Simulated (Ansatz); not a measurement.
These are frozen-core CCSD(T)/def2-TZVPP // B3LYP-D3(BJ)/def2-TZVP in Ansatz (an electronic-structure program) values and carry that method's errors.

Ansatz 0.2 input:
```yaml
crystal:
  periodic: [false, false, false]
  atoms:
    - { symbol: S, position_ang: [-0.244997, 1.978437, -0.481421] }
    - { symbol: In, position_ang: [0.238147, -0.242224, 0.299026] }
    - { symbol: S, position_ang: [2.462837, -0.783451, 1.005785] }
    - { symbol: S, position_ang: [-1.437805, -1.956291, 0.41007] }
    - { symbol: H, position_ang: [-1.540994, 1.710514, -0.717694] }
    - { symbol: H, position_ang: [2.930721, 0.447266, 0.732668] }
    - { symbol: H, position_ang: [-2.407904, -1.15425, -0.062043] }
basis:
  gaussian: { orbitals: def2-TZVPP }
correlation:
  method: ccsd_t
```

Output:

```
Functional definition: HF
1424 factors; integrals over basis functions are off by at most 1.1e-3 eV
mean field evaluation 1: about -37650.5090 eV, gradient 2.2e1 eV
mean field evaluation 2: about -37650.5985 eV, gradient 2.2e1 eV
mean field evaluation 4: about -37652.4700 eV, gradient 2.8e0 eV
mean field evaluation 8: about -37652.5195 eV, gradient 2.6e-1 eV
mean field evaluation 16: about -37652.0446 eV, gradient 1.1e1 eV
mean field -37652.51987370 eV, -1383.7045835638 hartree, gradient 7.3e-6 eV, S^2 0.000000; 0 other end points of the search recorded, 0 dependent functions left out
19 core orbitals not correlated
reference -37652.51987370 eV, -1383.7045835638 hartree; 17, 17 occupied and 182, 182 virtual orbitals, 1424 factors
second order -22.07651281 eV of doubles, -0.00000000 eV of singles
cycle   1  -22.62875011 eV  change   -5.5e-1 eV  update   1.1e-1
cycle   2  -23.19399966 eV  change   -5.7e-1 eV  update   3.2e-2
cycle   3  -23.30170513 eV  change   -1.1e-1 eV  update   1.8e-2
cycle   4  -23.29029425 eV  change    1.1e-2 eV  update   4.6e-3
cycle   5  -23.28799783 eV  change    2.3e-3 eV  update   2.0e-3
cycle   6  -23.28790646 eV  change    9.1e-5 eV  update   5.2e-4
cycle   7  -23.28771586 eV  change    1.9e-4 eV  update   1.8e-4
cycle   8  -23.28775554 eV  change   -4.0e-5 eV  update   5.1e-5
cycle   9  -23.28777944 eV  change   -2.4e-5 eV  update   1.9e-5
perturbative correction -1.01719103 eV, -0.0373810808 hartree
Total energy: -37676.82484417 eV, -1384.5977747542 hartree
```

Cost: around 5 core-minutes (rough).
